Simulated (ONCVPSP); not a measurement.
## lead (Pb): variants of one ONCV potential

Base potential:

- Element: Pb (Z = 82)
- Generator: ONCVPSP 4.0.1
- Type: optimised norm-conserving Vanderbilt (ONCV)
- Functional: PBE
- Relativity: scalar-relativistic
- Frozen core: [Kr] 4d10 4f14
- Valence charge: 22
- Reference configuration: 5s2 5p6 5d10 6s2 (charge +2)
- Partial waves: 5s+6s: rc 1.30 bohr, ncon 3, nbas 6, qcut 7.6 1/bohr, 2 projectors; 5p: rc 1.70 bohr, ncon 4, nbas 8, qcut 6.9 1/bohr, 2 projectors, debl 2.1 Ha; 5d: rc 1.55 bohr, ncon 3, nbas 8, qcut 8.6 1/bohr, 2 projectors, debl 3.5 Ha; f scattering state at 0.23 Ha: rc 1.70 bohr, ncon 3, nbas 8, qcut 6.9 1/bohr, 3 projectors, debl 1.7 Ha
- Local potential: polynomial inside 1.00 bohr (lpopt 5, dvloc0 1 Ha)
- Core correction: Teter function, fcfact 5, rcfact 1.3

In the p channel the program set the typed energies aside and used -3.771, 0.050 Ha.

Cutoffs, loose and tight: the cutoffs (Ha) at which the residual kinetic energy of the hardest occupied pseudo-wave falls to 1 and 0.1 mHa per electron. They do not see the model core or the augmentation charge, which bear on the density cutoff. Test errors are all-electron minus pseudo excitation energies from the reference, over the configurations 5s2 5p6 5d10 6s2 6p2; 5s2 5p6 5d10 6s2 6p1; 5s2 5p6 5d10 6s1; 5s2 5p6 5d10 6s2 6p1.5. A dash means not determined; rows that change the core or the reference have their own tests. The largest error is taken over the tests solved by every variant that gives reliable tests at all: 5s2 5p6 5d10 6s1; 5s2 5p6 5d10 6s2 6p1; 5s2 5p6 5d10 6s2 6p2.

A true bound ghost makes a file unfit for plane-wave use even where its test errors are small: the radial tests pick states by their node count and pass the ghost by.

| change | outcome | cutoff, loose | cutoff, tight | bound ghosts | GHOST(+) flags above zero | largest test error (meV) |
| --- | --- | --- | --- | --- | --- | --- |
| base | generated, projector energies reset by the program | 26 Ha | 55 Ha | f | s | -15 |
| functional LDA (Perdew-Wang 92) | generated, projector energies reset by the program | 26 Ha | 55 Ha | f | s | -15 |
| d: rc 1.14 | generated, projector energies reset by the program | 26 Ha | 55 Ha | f | s | -15 |
| p: rc 1.98 | generated, projector energies reset by the program | 26 Ha | 55 Ha | f | s | -15 |
| local potential polynomial inside 1.00 bohr (lpopt 5, dvloc0 0 Ha) | generated, projector energies reset by the program | 26 Ha | 55 Ha | f | s | -15 |
| core correction Teter function, fcfact 4.4, rcfact 1.3 | generated, projector energies reset by the program | 26 Ha | 55 Ha | f | s | -15 |
| all radii but the core radius scaled by about 1.31 (s 1.70, p 2.22, d 2.02, f 2.22 bohr); local potential polynomial inside 1.30 bohr (lpopt 5, dvloc0 1 Ha) | generated, projector energies reset by the program | 23 Ha | 27 Ha | none | none | -20 |
| core [Xe] 4f14, valence charge 14; reference 5d10 6s2 6p2; waves now 6s: rc 1.60 bohr, ncon 4, nbas 7, qcut 3.6 1/bohr, 2 projectors, debl 0.9 Ha; 6p: rc 2.00 bohr, ncon 4, nbas 7, qcut 4.9 1/bohr, 2 projectors, debl 0.6 Ha; 5d: rc 1.15 bohr, ncon 4, nbas 7, qcut 9.2 1/bohr, 2 projectors, debl 2.8 Ha; f scattering state at 0.1 Ha: rc 1.85 bohr, ncon 3, nbas 6, qcut 5.2 1/bohr, 2 projectors, debl 3.7 Ha; local potential polynomial inside 0.95 bohr (lpopt 5, dvloc0 4 Ha) | failed: optimize: ERROR ps0norm > uunorm, code will stop | – | – | – | – | – |
| f: debl 0.8 | generated, projector energies reset by the program | 26 Ha | 55 Ha | f | s, f | -15 |
| core correction Teter function, parameters optimised by the program | generated, projector energies reset by the program | 26 Ha | 55 Ha | f | s | -15 |

What comes out with this change to the base: fully relativistic?

outcome: generated, projector energies reset by the program; cutoff, loose: 26 Ha; cutoff, tight: 55 Ha; bound ghosts: f7/2; GHOST(+) flags above zero: s, f7/2, f5/2; largest test error (meV): -2.9.

What comes out with this change to the base: s: qcut 11.3; p: qcut 10.2; d: qcut 12.8; f: qcut 10.2?

outcome: generated, projector energies reset by the program; cutoff, loose: 41 Ha; cutoff, tight: 52 Ha; bound ghosts: none; GHOST(+) flags above zero: s; largest test error (meV): -12.
